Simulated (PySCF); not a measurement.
## Basis and Hamiltonian dependence of the ionisation energy of N⁺

N⁺ [He] 2s2 2p2 (3P) → N²⁺ [He] 2s2 2p1 (2P). Calculated with PySCF 2.14 from differences of total energies of unrestricted determinants, without spin-orbit coupling. Values in eV.

```json
{"basis": "def2-SVP", "Hamiltonian": "non-relativistic", "functions": "14", "UHF": "29.358", "r2SCAN": "n/a", "PBE0": "n/a", "MP2 (valence)": "29.563", "CCSD(T) (valence)": "29.360", "CCSD(T) (valence and next inner shell)": "n/a"}
{"basis": "x2c-SVPall", "Hamiltonian": "spin-free X2C", "functions": "14", "UHF": "29.351", "r2SCAN": "n/a", "PBE0": "30.064", "MP2 (valence)": "29.556", "CCSD(T) (valence)": "29.354", "CCSD(T) (valence and next inner shell)": "n/a"}
{"basis": "cc-pVDZ-DK", "Hamiltonian": "spin-free X2C", "functions": "14", "UHF": "29.240", "r2SCAN": "n/a", "PBE0": "n/a", "MP2 (valence)": "29.462", "CCSD(T) (valence)": "29.286", "CCSD(T) (valence and next inner shell)": "n/a"}
{"basis": "Sapporo-DZP-2012", "Hamiltonian": "spin-free X2C", "functions": "18", "UHF": "29.171", "r2SCAN": "n/a", "PBE0": "n/a", "MP2 (valence)": "29.450", "CCSD(T) (valence)": "29.292", "CCSD(T) (valence and next inner shell)": "n/a"}
{"basis": "aug-cc-pwCVDZ", "Hamiltonian": "non-relativistic", "functions": "27", "UHF": "29.169", "r2SCAN": "30.111", "PBE0": "29.888", "MP2 (valence)": "29.428", "CCSD(T) (valence)": "29.272", "CCSD(T) (valence and next inner shell)": "29.289"}
{"basis": "aug-cc-pVTZ with one added diffuse shell each of s, p, d, f type", "Hamiltonian": "non-relativistic", "functions": "62", "UHF": "29.193", "r2SCAN": "30.127", "PBE0": "29.898", "MP2 (valence)": "29.613", "CCSD(T) (valence)": "29.473", "CCSD(T) (valence and next inner shell)": "n/a"}
{"basis": "def2-QZVPPD", "Hamiltonian": "non-relativistic", "functions": "63", "UHF": "29.209", "r2SCAN": "30.139", "PBE0": "29.914", "MP2 (valence)": "29.666", "CCSD(T) (valence)": "29.523", "CCSD(T) (valence and next inner shell)": "29.559"}
{"basis": "dyall-av3z", "Hamiltonian": "non-relativistic", "functions": "71", "UHF": "29.209", "r2SCAN": "30.142", "PBE0": "29.915", "MP2 (valence)": "29.629", "CCSD(T) (valence)": "29.489", "CCSD(T) (valence and next inner shell)": "n/a"}
{"basis": "x2c-QZVPPall with one added diffuse shell each of s, p, d, f type", "Hamiltonian": "spin-free X2C", "functions": "73", "UHF": "29.203", "r2SCAN": "30.133", "PBE0": "29.908", "MP2 (valence)": "29.661", "CCSD(T) (valence)": "29.519", "CCSD(T) (valence and next inner shell)": "29.555"}
{"basis": "aug-cc-pVQZ-DK", "Hamiltonian": "spin-free X2C", "functions": "80", "UHF": "29.199", "r2SCAN": "30.128", "PBE0": "29.904", "MP2 (valence)": "29.659", "CCSD(T) (valence)": "29.516", "CCSD(T) (valence and next inner shell)": "n/a"}
{"basis": "aug-cc-pVQZ", "Hamiltonian": "non-relativistic", "functions": "80", "UHF": "29.205", "r2SCAN": "30.134", "PBE0": "29.910", "MP2 (valence)": "29.665", "CCSD(T) (valence)": "29.521", "CCSD(T) (valence and next inner shell)": "n/a"}
{"basis": "aug-cc-pVQZ with one added diffuse shell each of s, p, d, f, g type", "Hamiltonian": "non-relativistic", "functions": "105", "UHF": "29.206", "r2SCAN": "30.134", "PBE0": "29.910", "MP2 (valence)": "29.666", "CCSD(T) (valence)": "n/a", "CCSD(T) (valence and next inner shell)": "n/a"}
{"basis": "aug-cc-pwCVQZ", "Hamiltonian": "non-relativistic", "functions": "109", "UHF": "29.205", "r2SCAN": "30.135", "PBE0": "29.911", "MP2 (valence)": "29.671", "CCSD(T) (valence)": "n/a", "CCSD(T) (valence and next inner shell)": "n/a"}
```

Question: Estimate the row for ANO-RCC-VTZP (spin-free X2C, 30 functions).

Answer: From the rows with the same Hamiltonian and similar size; the calculation gives UHF 29.21; r2SCAN 30.15; PBE0 29.92; MP2 (valence) 29.63; CCSD(T) (valence) 29.49; CCSD(T) (valence and next inner shell) 29.51 (eV).

Frozen in the all-electron rows: valence: 1s2; valence and next inner shell: nothing.

Between the lowest levels the reference is 29.601 eV (semi-empirical (NIST evaluation); NIST Atomic Spectra Database, ionization energies); it includes spin-orbit coupling, which these numbers lack.
